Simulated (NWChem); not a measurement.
All runs are NWChem calculations. System: Cl3Sb, charge 0, spin multiplicity 1, at a geometry optimised with B3LYP/def2-SVP with def2 effective core potentials on Sb. The structure started from a generated list of species. Level: PBE/def2-TZVP with def2 effective core potentials on Sb.

Input file:

```
start mol
memory heap 200 mb stack 900 mb global 1100 mb
geometry units angstroms nocenter noautoz
  Sb     0.002111     0.575013     0.000000
  Cl    -1.048430    -0.571170     1.812296
  Cl    -1.048430    -0.571170    -1.812296
  Cl     2.090526    -0.582699     0.000000
  symmetry group Cs
end
basis spherical
  * library def2-tzvp
end
ecp
  Sb library def2-ecp
end
dft
  xc xpbe96 cpbe96
  semidirect memsize 60000000 filesize 0
  iterations 100
end
task dft energy
```

Output (cleaned and shortened):

```
             Northwest Computational Chemistry Package (NWChem) 7.3.0
             --------------------------------------------------------

                                NWChem Input Module
                                -------------------

 Scaling coordinates for geometry "geometry" by  1.889725989
 (inverse scale =  0.529177249)

 Turning off AUTOSYM since
 SYMMETRY directive was detected!

                             Geometry "geometry" -> ""
                             -------------------------

 Output coordinates in angstroms (scale by  1.889725989 to convert to a.u.)

  No.       Tag          Charge          X              Y              Z
 ---- ---------------- ---------- -------------- -------------- --------------
    1 Sb                  51.0000     0.00211100     0.57501300     0.00000000
    2 Cl                  17.0000    -1.04843000    -0.57117000     1.81229600
    3 Cl                  17.0000    -1.04843000    -0.57117000    -1.81229600
    4 Cl                  17.0000     2.09052600    -0.58269900     0.00000000

 Effective nuclear repulsion energy (a.u.)     702.9952310508

            Nuclear Dipole moment (a.u.)
            ----------------------------
        X                 Y               Z
 ---------------- ---------------- ----------------
    -0.0000321253     0.0000000000     0.0000000000

      Symmetry information
      --------------------

 Group name             Cs
 Group number              2
 Group order               2
 No. of unique centers     3

      Symmetry unique atoms

     1    2    4


 Summary of "ao basis" -> "" (spherical)
 ------------------------------------------------------------------------------
       Tag                 Description            Shells   Functions and Types
 ---------------- ------------------------------  ------  ---------------------
 *                         def2-tzvp                  on all atoms

 Summary of "ao basis" -> "ao basis" (spherical)
 ------------------------------------------------------------------------------
       Tag                 Description            Shells   Functions and Types
 ---------------- ------------------------------  ------  ---------------------
 Sb                        def2-tzvp                16       50   6s5p3d2f
 Cl                        def2-tzvp                13       37   5s5p2d1f

 Summary of "ao basis" -> "ao basis" (spherical)
 ------------------------------------------------------------------------------
       Tag                 Description            Shells   Functions and Types
 ---------------- ------------------------------  ------  ---------------------
 Sb                        def2-tzvp                16       50   6s5p3d2f
 Cl                        def2-tzvp                13       37   5s5p2d1f

      Symmetry analysis of basis
      --------------------------

        a'         95
        a"         66

            General Information
            -------------------
          SCF calculation type: DFT
          Wavefunction type:  closed shell.
          No. of atoms     :     4
          No. of electrons :    74
           Alpha electrons :    37
            Beta electrons :    37
          Charge           :     0
          Spin multiplicity:     1
          Use of symmetry is: on ; symmetry adaption is: on
          Maximum number of iterations: 100
          AO basis - number of functions:   161
                     number of shells:    55
          Convergence on energy requested:  1.00D-06
          Convergence on density requested:  1.00D-05
          Convergence on gradient requested:  5.00D-04

              XC Information
              --------------
          PerdewBurkeErnzerhof Exchange Functional  1.000
            Perdew 1991 LDA Correlation Functional  1.000 local
           PerdewBurkeErnz. Correlation Functional  1.000 non-local

             Grid Information
             ----------------
          Grid used for XC integration:  medium
          Radial quadrature: Mura-Knowles
          Angular quadrature: Lebedev.
          Tag              B.-S. Rad. Rad. Pts. Rad. Cut. Ang. Pts.
          ---              ---------- --------- --------- ---------
          Sb                  1.45      123           8.0       590
          Cl                  1.00       88          10.0       590
          Grid pruning is: on
          Number of quadrature shells:   299
          Spatial weights used:  Erf1

          Convergence Information
          -----------------------
          Convergence aids based upon iterative change in
          total energy or number of iterations.
          Levelshifting, if invoked, occurs when the
          HOMO/LUMO gap drops below (HL_TOL):  1.00D-02
          DIIS, if invoked, will attempt to extrapolate
          using up to (NFOCK): 10 stored Fock matrices.

                    Damping( 0%)  Levelshifting(0.5)       DIIS
                  --------------- ------------------- ---------------
          dE  on:    start            ASAP                start
          dE off:    2 iters        100 iters           100 iters

      Screening Tolerance Information
      -------------------------------
          Density screening/tol_rho:  1.00D-10
          AO Gaussian exp screening on grid/accAOfunc:  14
          CD Gaussian exp screening on grid/accCDfunc:  20
          XC Gaussian exp screening on grid/accXCfunc:  20
          Schwarz screening/accCoul:  1.00D-08

      Superposition of Atomic Density Guess
      -------------------------------------

 Sum of atomic energies:       -1656.06671434

      Non-variational initial energy
      ------------------------------

 Total energy =   -1617.938845
 1-e energy   =   -3096.551334
 2-e energy   =    1092.081026
 HOMO         =      -0.313671
 LUMO         =      -0.005908

      Symmetry analysis of molecular orbitals - initial
      -------------------------------------------------

  Numbering of irreducible representations:

     1 a'          2 a"

  Orbital symmetries:

     1 a'          2 a"          3 a'          4 a'          5 a"
     6 a'          7 a'          8 a'          9 a"         10 a'
    11 a"         12 a'         13 a"         14 a"         15 a'
    16 a'         17 a"         18 a'         19 a'         20 a'
    21 a"         22 a'         23 a"         24 a'         25 a'
    26 a'         27 a"         28 a'         29 a'         30 a"
    31 a'         32 a'         33 a"         34 a'         35 a"
    36 a"         37 a'         38 a'         39 a'         40 a"
    41 a'         42 a'         43 a"         44 a'         45 a"
    46 a'         47 a'

------------------------------------------------------------
EAF file 0: "./mol.aoints.0" size=524288 bytes
------------------------------------------------------------
               write      read    awrite     aread      wait
               -----      ----    ------     -----      ----
     calls:        1         0         0         0         0
   data(b): 5.24e+05  0.00e+00  0.00e+00  0.00e+00
   time(s): 0.00e+00  0.00e+00  0.00e+00  0.00e+00  0.00e+00
rate(mb/s): 0.00e+00  0.00e+00
------------------------------------------------------------

   convergence    iter        energy       DeltaE   RMS-Dens  Diis-err    time
 ---------------- ----- ----------------- --------- --------- ---------  ------
 d= 0,ls=0.0,diis     1  -1620.3312777440 -2.01D+03  1.62D-02  2.39D+00     9.9
 d= 0,ls=0.0,diis     2  -1619.8519740381  4.79D-01  1.29D-02  4.09D+00    11.3
 d= 0,ls=0.0,diis     3  -1620.3591313289 -5.07D-01  4.01D-03  7.22D-01    12.5
 d= 0,ls=0.0,diis     4  -1620.4639763517 -1.05D-01  8.58D-04  1.38D-02    13.9
 d= 0,ls=0.0,diis     5  -1620.4646769985 -7.01D-04  3.29D-04  5.10D-03    15.2
  Resetting Diis
 d= 0,ls=0.0,diis     6  -1620.4651404420 -4.63D-04  9.97D-05  3.10D-04    16.5
 d= 0,ls=0.0,diis     7  -1620.4651935638 -5.31D-05  2.96D-05  5.22D-06    17.8
 d= 0,ls=0.0,diis     8  -1620.4651918776  1.69D-06  2.10D-05  1.63D-05    19.0
 d= 0,ls=0.0,diis     9  -1620.4651942015 -2.32D-06  3.64D-06  7.41D-07    20.3
 d= 0,ls=0.0,diis    10  -1620.4651942887 -8.72D-08  6.00D-07  1.29D-08    21.5

         Total DFT energy =    -1620.465194288734
      One electron energy =    -3097.399267444628
           Coulomb energy =     1194.008861384638
    Exchange-Corr. energy =     -103.606250117953
 Nuclear repulsion energy =      386.531461889209

 Numeric. integr. density =       74.000001496765

     Total iterative time =     19.2s

                  Occupations of the irreducible representations
                  ----------------------------------------------

                     irrep           alpha         beta
                     --------     --------     --------
                     a'               23.0         23.0
                     a"               14.0         14.0

                       DFT Final Molecular Orbital Analysis
                       ------------------------------------

 Vector   35  Occ=2.000000D+00  E=-2.915218D-01  Symmetry=a'
              MO Center=  7.1D-01, -5.2D-01, -3.0D-17, r^2= 5.0D+00
   Bfn.  Coefficient  Atom+Function         Bfn.  Coefficient  Atom+Function
  ----- ------------  ---------------      ----- ------------  ---------------
   139      0.302864  4 Cl px               140      0.286878  4 Cl py
    65      0.205776  2 Cl px               102      0.205776  3 Cl px
   142      0.194085  4 Cl px               143      0.187354  4 Cl py
    66     -0.144753  2 Cl py               103     -0.144753  3 Cl py
   136      0.140794  4 Cl px               137      0.134926  4 Cl py

 Vector   36  Occ=2.000000D+00  E=-2.864232D-01  Symmetry=a"
              MO Center= -2.0D-03, -5.5D-01,  1.4D-16, r^2= 5.5D+00
   Bfn.  Coefficient  Atom+Function         Bfn.  Coefficient  Atom+Function
  ----- ------------  ---------------      ----- ------------  ---------------
   141      0.323355  4 Cl pz                65     -0.280026  2 Cl px
   102      0.280026  3 Cl px               144      0.212001  4 Cl pz
    68     -0.183593  2 Cl px               105      0.183593  3 Cl px
    67     -0.161666  2 Cl pz               104     -0.161666  3 Cl pz
   138      0.151619  4 Cl pz                62     -0.131302  2 Cl px

 Vector   37  Occ=2.000000D+00  E=-2.759461D-01  Symmetry=a'
              MO Center= -5.2D-04, -1.4D-01, -5.0D-17, r^2= 5.3D+00
   Bfn.  Coefficient  Atom+Function         Bfn.  Coefficient  Atom+Function
  ----- ------------  ---------------      ----- ------------  ---------------
     6      0.331701  1 Sb s                  5      0.306362  1 Sb s
    66     -0.275560  2 Cl py               103     -0.275560  3 Cl py
   140     -0.276013  4 Cl py                 3     -0.216115  1 Sb s
    69     -0.192205  2 Cl py               106     -0.192205  3 Cl py
   143     -0.192517  4 Cl py                 2      0.189404  1 Sb s

 Vector   38  Occ=0.000000D+00  E=-1.060768D-01  Symmetry=a'
              MO Center=  4.9D-02,  4.4D-01, -5.5D-10, r^2= 4.3D+00
   Bfn.  Coefficient  Atom+Function         Bfn.  Coefficient  Atom+Function
  ----- ------------  ---------------      ----- ------------  ---------------
    16      0.544994  1 Sb px                19      0.364070  1 Sb px
    10     -0.359227  1 Sb px                13      0.358992  1 Sb px
   129     -0.214092  4 Cl s                143     -0.180549  4 Cl py
   140     -0.174672  4 Cl py               142      0.169627  4 Cl px
   139      0.158555  4 Cl px                70     -0.138212  2 Cl pz

 Vector   39  Occ=0.000000D+00  E=-1.060766D-01  Symmetry=a"
              MO Center= -4.6D-02,  4.4D-01,  5.5D-10, r^2= 4.3D+00
   Bfn.  Coefficient  Atom+Function         Bfn.  Coefficient  Atom+Function
  ----- ------------  ---------------      ----- ------------  ---------------
    18      0.544997  1 Sb pz                21      0.364072  1 Sb pz
    12     -0.359229  1 Sb pz                15      0.358994  1 Sb pz
    55     -0.185477  2 Cl s                 92      0.185477  3 Cl s
    69     -0.155312  2 Cl py               106      0.155312  3 Cl py
    66     -0.150333  2 Cl py               103      0.150333  3 Cl py

 Vector   40  Occ=0.000000D+00  E=-1.053242D-01  Symmetry=a'
              MO Center=  5.7D-04,  9.1D-02,  1.3D-12, r^2= 4.6D+00
   Bfn.  Coefficient  Atom+Function         Bfn.  Coefficient  Atom+Function
  ----- ------------  ---------------      ----- ------------  ---------------
     5      0.538860  1 Sb s                 17     -0.511011  1 Sb py
    20     -0.331112  1 Sb py                11      0.327308  1 Sb py
    14     -0.326506  1 Sb py               142      0.250275  4 Cl px
     3     -0.230775  1 Sb s                 70      0.216632  2 Cl pz
   107     -0.216632  3 Cl pz               139      0.210167  4 Cl px

 center of mass
 --------------
 x =   0.00028232 y =   0.07698001 z =   0.00000000

 moments of inertia (a.u.)
 ------------------
        1085.585202168616           2.038766026107           0.000000000000
           2.038766026107        1640.565945480208           0.000000000000
           0.000000000000           0.000000000000        1085.571661453095

     Multipole analysis of the density
     ---------------------------------

     L   x y z        total         alpha         beta         nuclear
     -   - - -        -----         -----         ----         -------
     0   0 0 0     -0.000000    -37.000000    -37.000000     74.000000

     1   1 0 0      0.003919      0.057825      0.057825     -0.111730
     1   0 1 0      1.063573     15.744425     15.744425    -30.425276
     1   0 0 1     -0.000000     -0.000000     -0.000000      0.000000

     2   2 0 0    -48.831541   -223.802880   -223.802880    398.774219
     2   1 1 0      0.013487      0.578663      0.578663     -1.143838
     2   1 0 1      0.000000      0.000000      0.000000      0.000000
     2   0 2 0    -45.156138    -66.268010    -66.268010     87.379882
     2   0 1 1     -0.000000     -0.000000     -0.000000      0.000000
     2   0 0 2    -48.831661   -223.806512   -223.806512    398.781362

 Task  times  cpu:       21.6s     wall:       21.6s

 Total times  cpu:       21.6s     wall:       21.6s
```
